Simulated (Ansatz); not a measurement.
**Which isomer of B2H4O2 gives these data?**

These gas-phase data were calculated for one isomer of B2H4O2 at BLYP-D3(BJ)/def2-SVP (harmonic, unscaled wavenumbers; equilibrium rotational constants with average atomic masses):

| Quantity | Value |
| --- | --- |
| rotational constants | 27.25, 3.736, 3.602 GHz |
| all wavenumbers above 1500 cm⁻¹ | 3665, 3665, 2437, 2421 |

Candidates:

(1) `BOBO`, a singlet
(2) `OBBO`, a singlet

Q: Assign the data to one candidate and say why.

A: Candidate (2). 2 modes lie between 3300 and 4000 cm⁻¹, one for each O–H bond, while (1) has 1.

The same quantities for all candidates:

|  | rotational constants (GHz) | wavenumbers above 1500 cm⁻¹ | E above the lowest, BLYP-D3(BJ)/def2-SVP (kcal/mol) |
| --- | --- | --- | --- |
| (1) | 39.33, 4.391, 4.097 | 3732, 2567, 2544, 2477, 1560 | 0.0 |
| (2) | 27.25, 3.736, 3.602 | 3665, 3665, 2437, 2421 | 37.2 |

Harmonic stretches to hydrogen usually lie a few per cent above observed fundamentals. Each candidate is one conformer. Programs: Ansatz 0.2.0.
